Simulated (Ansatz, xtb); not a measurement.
Relative energy of two isomers of C3H6O2SSi

Structure a: `C#C[Si](O)(O)SC`, a singlet. Structure b: `C#CCS[SiH](O)O`, a singlet. Both are isolated molecules in the gas phase, relaxed with PBE-D3(BJ)/def2-SVP; the shapes shown needn't be the lowest conformers.

a (Å):

```xyz
13

C    -0.0609    2.2131    1.8426
C    -0.3674    1.6241    0.8084
C    -1.3976   -1.5655    1.2763
O     0.4632    0.1386   -1.3926
O    -1.6993    1.7053   -1.7944
S    -2.3270   -0.8000   -0.1149
Si   -0.9274    0.7227   -0.6864
H     0.2218    2.7398    2.7451
H     0.2956   -0.4273   -2.1678
H    -2.5434    2.0874   -1.4966
H    -2.0329   -2.3811    1.6691
H    -1.2108   -0.8257    2.0782
H    -0.4367   -1.9887    0.9270
```

b (Å):

```xyz
13

C     1.2869    0.6128    1.0608
C     0.2797    0.7615    0.3797
C    -0.9345    0.8936   -0.4100
O    -1.3720   -1.4329    1.5509
O    -0.9543   -3.4629   -0.4050
S    -1.2897   -0.5892   -1.4765
Si   -1.7542   -2.0703    0.0580
H     2.1899    0.5063    1.6462
H    -0.8441    1.7410   -1.1203
H    -1.8051    1.0986    0.2456
H    -3.1894   -2.4521    0.1371
H    -0.5230   -0.9454    1.6030
H    -0.0694   -3.3003   -0.7797
```

Task: Estimate E(b) − E(a) at the level CCSD(T)/def2-SVP + ΔMP2/def2-TZVPP.

Result: Calculated at CCSD(T)/def2-SVP + ΔMP2/def2-TZVPP: E(b) − E(a) = +15.5 kcal/mol, so structure a lies lower.

How the difference moves with the method:

| level | geometry | E(b) − E(a) (kcal/mol) | departure from the last row (kcal/mol) | job, with rough time for the two |
| --- | --- | --- | --- | --- |
| PBE-D3(BJ)/def2-SVP | PBE-D3(BJ)/def2-SVP | +10.2 | −5.3 | optimisation, 1.8 min |
| HF/def2-SVP | PBE-D3(BJ)/def2-SVP | +15.9 | +0.4 | part of the CCSD(T) run |
| MP2/def2-SVP | PBE-D3(BJ)/def2-SVP | +13.0 | −2.5 | part of the CCSD(T) run |
| CCSD(T)/def2-SVP | PBE-D3(BJ)/def2-SVP | +12.7 | −2.8 | single point |
| CCSD(T)/def2-SVP + ΔMP2/def2-TZVPP | PBE-D3(BJ)/def2-SVP | +15.5 |  | single point, 88 s |

As drawn, b has 1 C–C, 1 Si–H in place of 1 C–Si, 1 C–H.

The levels shown agree on the order. The largest departure from CCSD(T)/def2-SVP + ΔMP2/def2-TZVPP is that of PBE-D3(BJ)/def2-SVP, 5.3 kcal/mol. Levels run at GFN2-xTB geometries aren't shown. The last row adds to CCSD(T) the change of the MP2 difference between the two basis sets, here +2.8 kcal/mol.

With thermal terms from frequencies at re-optimised GFN2-xTB minima (ideal gas, soft modes damped towards free rotors, one conformer each, 298.15 K, 1 atm): on the last row, ΔE + ΔZPE = +14.6, ΔH = +14.1, ΔG = +15.4 kcal/mol.

The correlated steps freeze 15 core orbitals. Run with Ansatz 0.2.0, xtb 6.7.1; the last row on 2 threads of Intel(R) Xeon(R) Processor @ 2.70GHz on a shared host.
